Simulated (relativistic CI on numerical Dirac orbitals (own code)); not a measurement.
**Ho⁺: resonant inelastic scattering at the M4,5 edge**

Computed with this model: Dirac-Coulomb-Breit CI, separate exchange-only KLI orbitals for each configuration, a model potential for QED, valence Slater integrals scaled by 0.8, Kramers-Heisenberg scattering through one core-hole configuration in a parametric crystal field; configurations [Xe] 4f12 → [Ar] 3d9 4s2 4p6 4d10 4f13 5s2 5p6; 300 K; core-hole width 0.9 eV; summed over polarisations. Incident energies are the highest absorption maxima for each field (at most a few, so the weaker spin-orbit partner edge can be absent), on the computed scale of the free ion. Intensities are in per cent of the strongest line above 0.02 eV; levels within 1 cm⁻¹ are merged; final levels count from the ground level, the first row holds all elastic scattering, lines under 0.4 are left out and each table stops after 24 rows. The scale of the Slater integrals is a model choice and moves the terms in proportion. The configuration is assumed, with all valence electrons in the open shell; the free ion's ground configuration is another.

Field parameters in Wybourne normalisation; cubic f-shell fields have B⁴₄ = √(5/14) B⁴₀ and B⁶₄ = −√(7/2) B⁶₀. The field is a parameter set, without covalency.

S is read from ⟨S²⟩ = S(S + 1).

Oh, B40 = 350, B60 = 160 cm⁻¹:

```tsv
Final level (eV)	Degeneracy	Irrep	S	1345.5 eV	1347 eV
0.000	1	A1	0.99	736.2	3921.2
0.002	4	A2+T1	0.99	175.5	1583.5
0.003	3	T2	0.99	175.1	1340.5
0.016	2	E	0.99	98.4	703.8
0.017	3	T2	0.99	144.5	947.6
0.532	3	T2	0.74	9.3	100.0
0.541	1	A1	0.74	2.1	20.9
0.544	3	T1	0.74	8.4	84.8
0.548	2	E	0.75	6.7	68.4
0.722	3	T1	1.00	5.4	6.4
0.724	2	E	1.00	3.4	4.6
0.727	3	T2	1.00	4.8	4.4
0.734	3	T1	1.00	3.7	6.4
1.126	2	E	0.93	2.7	28.8
1.132	3	T2	0.94	4.3	45.4
1.135	3	T1	0.93	3.5	37.0
1.148	1	A1	0.93	0.9	9.7
1.846	3	T2	0.58	1.8	28.5
1.858	1	A1	0.58	0.4	6.1
1.862	3	T1	0.57	1.4	23.0
1.865	2	E	0.57	1.1	17.5
3.298	2	E	0.02	0.8	10.4
3.299	3	T2	0.02	1.2	16.0
3.306	1	A2	0.01	0.5	7.0
```

D3d, B20 = 470, B40 = 280, B43 = -50, B60 = -60, B63 = -20, B66 = -20 cm⁻¹:

| Final level (eV) | Degeneracy | Irrep | S | 1345.5 eV | 1347 eV |
| --- | --- | --- | --- | --- | --- |
| 0.000 | 1 | A1 | 0.99 | 482.0 | 2882.9 |
| 0.001 | 2 | E | 0.99 | 76.6 | 651.0 |
| 0.002 | 2 | E | 0.99 | 98.6 | 692.7 |
| 0.005 | 1 | A1 | 0.99 | 50.2 | 350.0 |
| 0.005 | 1 | A2 | 0.99 | 50.1 | 348.3 |
| 0.009 | 2 | E | 0.99 | 73.6 | 450.0 |
| 0.016 | 2 | E | 1.00 | 46.3 | 262.3 |
| 0.035 | 2 | A1+A2 | 0.99 | 18.6 | 100.0 |
| 0.539 | 1 | A2 | 0.74 | 1.7 | 18.2 |
| 0.540 | 1 | A1 | 0.74 | 1.8 | 18.8 |
| 0.541 | 2 | E | 0.74 | 4.5 | 46.5 |
| 0.545 | 2 | E | 0.74 | 3.4 | 35.3 |
| 0.547 | 2 | E | 0.74 | 3.7 | 38.1 |
| 0.549 | 1 | A1 | 0.74 | 2.7 | 27.4 |
| 0.720 | 1 | A2 | 1.00 | 1.4 | 1.4 |
| 0.721 | 2 | E | 1.00 | 2.7 | 3.0 |
| 0.722 | 2 | E | 1.00 | 2.5 | 3.2 |
| 0.726 | 1 | A2 | 1.00 | 1.1 | 1.5 |
| 0.726 | 1 | A1 | 1.00 | 1.1 | 1.6 |
| 0.733 | 2 | E | 1.00 | 1.7 | 2.7 |
| 0.750 | 2 | E | 1.00 | 1.0 | 1.9 |
| 1.130 | 1 | A1 | 0.94 | 1.2 | 12.2 |
| 1.131 | 2 | E | 0.94 | 2.2 | 23.6 |
| 1.134 | 2 | E | 0.94 | 2.0 | 21.0 |

D4h, B20 = -240, B40 = 100, B44 = 270, B60 = 0, B64 = 160 cm⁻¹:

| Final level (eV) | Degeneracy | Irrep | S | 1345.5 eV | 1347 eV |
| --- | --- | --- | --- | --- | --- |
| 0.000 | 1 | B2 | 0.99 | 223.5 | 1301.9 |
| 0.000 | 1 | B1 | 0.99 | 17.2 | 149.2 |
| 0.003 | 2 | E | 0.99 | 30.4 | 175.6 |
| 0.005 | 1 | A1 | 0.99 | 21.9 | 152.2 |
| 0.007 | 3 | A2+E | 0.99 | 41.7 | 304.0 |
| 0.007 | 1 | B2 | 1.00 | 18.8 | 134.2 |
| 0.018 | 1 | A1 | 0.99 | 14.3 | 99.5 |
| 0.020 | 2 | E | 0.99 | 22.6 | 175.2 |
| 0.021 | 1 | B1 | 0.99 | 14.9 | 100.0 |
| 0.536 | 1 | A1 | 0.74 | 0.9 | 9.4 |
| 0.537 | 2 | E | 0.74 | 1.9 | 19.8 |
| 0.538 | 1 | B2 | 0.74 | 0.9 | 9.8 |
| 0.543 | 1 | A2 | 0.74 | 1.1 | 11.9 |
| 0.544 | 1 | B1 | 0.74 | 0.7 | 7.3 |
| 0.546 | 2 | E | 0.74 | 1.5 | 15.5 |
| 0.551 | 1 | A1 | 0.75 | 1.0 | 9.7 |
| 0.720 | 2 | E | 1.00 | 1.2 | 1.4 |
| 0.723 | 1 | A2 | 1.00 | 0.5 | 0.7 |
| 0.723 | 1 | A1 | 1.00 | 0.5 | 0.7 |
| 0.726 | 2 | E | 1.00 | 1.0 | 1.2 |
| 0.726 | 1 | B1 | 1.00 | 0.5 | 0.6 |
| 0.736 | 3 | A2+E | 1.00 | 1.1 | 1.5 |
| 0.736 | 1 | B2 | 1.00 | 0.4 | 0.6 |
| 1.129 | 1 | A1 | 0.94 | 0.5 | 5.0 |

For the first field the strongest loss at the lowest incident energy is the level at 0.53 eV (S = 0.74, against 0.99 in the thermal ground state). Levels of other spin, the first over 8 % at 3.30 eV, appear because spin-orbit coupling of the core hole, and in heavier ions of the valence shell too, mixes spins.
